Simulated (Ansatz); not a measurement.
Computed with Ansatz on PBE0-D4/def2-TZVP structures; ΔE is electronic, products minus reactants. CCSD(T)/CBS is the MP2 limit (def2-TZVPP, def2-QZVPP) plus CCSD(T) − MP2 in def2-TZVPP, frozen cores. Functionals use def2-TZVPP. B3LYP here is the variant with VWN-RPA as its local correlation; programs differ in this. One conformer a species, not always the lowest.

Consider the substitution at a C–N bond: `C[N](C)[AlH][NH2]` + `CC(O)S` → `COC(C)S` + `C[NH][AlH][NH2]`.

```csv
level,ΔE (kJ/mol)
revPBE-D4,-1.6
B3LYP-D4,-5.3
B2PLYP,-4.4
PBE,-3.2
B3LYP,-6.5
LC-ωPBE,-1.7
SCS-MP2/def2-TZVPP,-1.6
CCSD/CBS(def2),-1.4
```

Problem. What does CCSD(T)/CBS give? (Estimate.)

Solution. The calculation gave: -1.4 kJ/mol. The listed levels differ from it by -0.2, -3.9, -3.0, -1.8, -5.1, -0.3, -0.2, 0.0 kJ/mol.

Largest T1 diagnostic among the species: 0.011.

In def2-TZVPP, CCSD(T) changes the Hartree–Fock value by +7.0 kJ/mol (the triples alone add +0.0 kJ/mol) and MP2 by +8.9 kJ/mol. Leaving LDA and LC-ωPBE aside and taking each functional with its dispersion term where it has one, the values, not all of them listed here, spread over 5.8 kJ/mol, from BLYP-D4 to PBE-QIDH.
